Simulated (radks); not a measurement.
Results of a calculation; reference values are marked as such.
Q: Species: Os IV. Configuration: [Xe] 4f13 5d4.5 6s1 6p0.5 (fractional occupations, a model configuration). Code: a radial shooting solver on a logarithmic mesh with Libxc functionals. Model: Dirac Kohn-Sham, LDA (Slater exchange, Perdew-Wang correlation), spin-unpolarised, spherical densities, point nucleus; open shells are shared between the two j in proportion to 2j + 1. Some entries of the table are withheld. Estimate them.

orbital      occ.  eigenvalue (hartree)  <1/r> (bohr^-1)
1s1/2           2             -2710.570            90.45
2s1/2           2             -473.3119            22.09
2p1/2           2             -453.3193              (1)
2p3/2           4             -397.1078              (2)
3s1/2           2             -111.5965            8.106
3p1/2           2             -102.6459            8.023
3p3/2           4             -90.39173            7.051
3d3/2           4             -75.36469            6.949
3d5/2           6             -72.70921            6.722
4s1/2           2             -24.96512            3.427
4p1/2           2                   (3)            3.319
4p3/2           4                   (4)            2.980
4d3/2           4             -12.13175            2.775
4d5/2           6             -11.59072            2.695
5s1/2           2              -4.89968            1.384
4f5/2     5.57143                   (5)            2.297
5p1/2           2              -3.70138              (6)
4f7/2     7.42857                   (7)            2.266
5p3/2           4              -3.20737              (8)
5d3/2         1.8              -1.57011           0.8761
5d5/2         2.7              -1.51387           0.8506
6s1/2           1              -1.25308           0.5503
6p1/2    0.166667              -0.96607              (9)
6p3/2    0.333333              -0.89076             (10)

A: 
(1) 2p1/2 <1/r> (bohr^-1): 22.05
(2) 2p3/2 <1/r> (bohr^-1): 18.31
(3) 4p1/2 eigenvalue (hartree): -21.20983
(4) 4p3/2 eigenvalue (hartree): -18.30376
(5) 4f5/2 eigenvalue (hartree): -3.75578
(6) 5p1/2 <1/r> (bohr^-1): 1.264
(7) 4f7/2 eigenvalue (hartree): -3.64846
(8) 5p3/2 <1/r> (bohr^-1): 1.145
(9) 6p1/2 <1/r> (bohr^-1): 0.4782
(10) 6p3/2 <1/r> (bohr^-1): 0.4448
